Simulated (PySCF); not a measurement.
PySCF input file for ClH₇OSi₃, SMILES [SiH3]O[SiH2][SiH2]Cl, SMD-B3LYP/6-31G*. Geometry optimised at B3LYP-D3(BJ)/def2-SVP. The structure was generated by enumeration, and PubChem lists no compound with its InChIKey, so it may never have been made. One conformer was computed; it need not be the lowest.

```python
import numpy as np
from pyscf import gto, scf, dft
from pyscf.solvent import smd

mol = gto.M(
    atom='''
    Si   -2.87717114    0.72102469    0.44826635
    O    -1.78340328    0.47195423   -0.77595161
    Si   -0.20662363    0.07744761   -1.13857680
    Si    1.04476359   -0.28660443    0.82115347
    Cl    2.97073511   -0.75529556    0.14463213
    H    -3.39004191    2.11678641    0.38877391
    H    -4.00955995   -0.23489341    0.31282970
    H    -2.19921715    0.50033365    1.76292568
    H    -0.17733720   -1.16235965   -1.96465721
    H     0.42227424    1.18578363   -1.91087421
    H     0.53730447   -1.42648859    1.63541498
    H     1.12774360    0.91907846    1.69265165
    ''',
    basis='6-31G*',
    charge=0,
    spin=0,
    max_memory=1600,
    verbose=3,
)
mf = dft.RKS(mol, xc='b3lyp').density_fit(auxbasis='def2-universal-jkfit')
mf.grids.level = 3
mf.conv_tol = 1e-9
mf.max_cycle = 100
mf.kernel()
res = {}
for name in ['water', 'ethylethanoate', 'n-hexane']:
    s = mf.SMD()
    s.with_solvent.solvent, s.with_solvent.sasa_ng = name, 194
    s.kernel(mf.make_rdm1())
    res[name] = (s.e_tot, s.with_solvent.get_cds(), s.dip_moment(), s.mo_energy, s.converged)
    print(f'SMD {name}: dG(solv) = {(s.e_tot - mf.e_tot) * 627.509474:.3f} kcal/mol, of which CDS {res[name][1] * 627.509474:.3f}')
```

Program output:

```
converged SCF energy = -1408.215341967
converged SCF energy = -1408.21227047045
Dipole moment(X, Y, Z, Debye): -2.20992,  0.52860,  1.05384
SMD water: dG(solv) = 1.927 kcal/mol, of which CDS 4.079
converged SCF energy = -1408.21942977761
Dipole moment(X, Y, Z, Debye): -2.17268,  0.52302,  0.91781
SMD ethylethanoate: dG(solv) = -2.565 kcal/mol, of which CDS -1.153
converged SCF energy = -1408.21897079554
Dipole moment(X, Y, Z, Debye): -2.02577,  0.48936,  0.79691
SMD n-hexane: dG(solv) = -2.277 kcal/mol, of which CDS -1.616
```

The calculation finished and met its thresholds.
